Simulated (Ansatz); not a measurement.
Reaction (cleavage of the Si–Si bond): `[SiH3][SiH2]I` + CH₃SH → `CS[SiH2]I` + SiH₄

Computed with Ansatz on PBE0-D4/def2-TZVP structures; ΔE is electronic, products minus reactants. CBS: MP2 limit from def2 TZ/QZ plus the TZ coupled-cluster correction, frozen cores. This one scheme is used for every species. DFT in def2-TZVPP. HSE06 is defined as in plane-wave codes. Elements past krypton have def2 core potentials. For I outer-core shells are correlated without core-valence functions, which leaves a few kJ/mol of doubt a bond. Each species was taken in one conformer, which may not be the lowest.

```csv
level,ΔE (kcal/mol),difference from CCSD(T)/CBS
BLYP-D4,-14.6,0.0
B97M-V,-13.8,0.8
PBE0-D4,-13.1,1.5
r2SCANh-D4,-14.3,0.3
r2SCAN0-D4,-14.3,0.3
HSE06-D4,-13.1,1.5
ωB97X-V,-13.8,0.8
PBE-QIDH,-14.3,0.3
HSE06,-12.4,2.2
MP2/def2-SVP,-15.3,-0.7
CCSD/def2-SVP,-13.0,1.6
CCSD(T)/def2-SVP,-13.3,1.3
MP2/def2-TZVPP,-16.7,-2.1
MP2/def2-QZVPP,-17.0,-2.4
MP2/CBS(def2),-17.3,-2.7
CCSD/CBS(def2),-14.2,0.4
CCSD(T)/CBS,-14.6,0
```

Largest T1 diagnostic among the species: 0.011.

At CCSD(T), def2-SVP lies +1.3 kcal/mol from the extrapolated value and def2-TZVPP +0.6 kcal/mol. From BLYP to BHLYP (50 % exact exchange), in def2-TZVPP and without D4, ΔE moves by −1.1 kcal/mol.
